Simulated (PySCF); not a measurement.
F₂I₂Zr, multiplicity 1. Atoms are numbered in the order given.

```xyz
5

Zr     0.0000     0.0000    -0.8902
F      0.0000    -1.5469    -1.9869
F      0.0000     1.5469    -1.9869
I     -2.2159     0.0000     0.6733
I      2.2159     0.0000     0.6733
```
Charge 0, spin multiplicity 1.

Geometry optimised at PBE-D3(BJ)/def2-SVP. The multiplicity is an assumed one; no other spin state was optimised. The structure was generated by enumeration; whether it is a known compound was not checked. The def2 effective core potentials stand for the cores of I, Zr; spin–orbit coupling is left out.

All values below come from PBE-D3(BJ)/def2-SVP in PySCF.

Frequencies are harmonic and unscaled.

Task: List the normal modes with their intensities. (The exact figures need the calculation; the answer reports its results.)

Result: 
```tsv
mode	ν (cm⁻¹)	IR (km/mol)	moving atoms (share of kinetic energy)
1	50	0.2	I 77 %, Zr 17 %
2	96	3.1	F 56 %, Zr 35 %, I 10 %
3	113	0.0	F 93 %
4	120	0.9	F 76 %, I 24 %
5	144	2.4	F 82 %, I 18 %
6	221	16.5	Zr 46 %, I 39 %, F 16 %
7	268	68.7	Zr 71 %, I 25 %
8	676	119.3	F 87 %, Zr 13 %
9	692	103.7	F 77 %, Zr 23 %
```
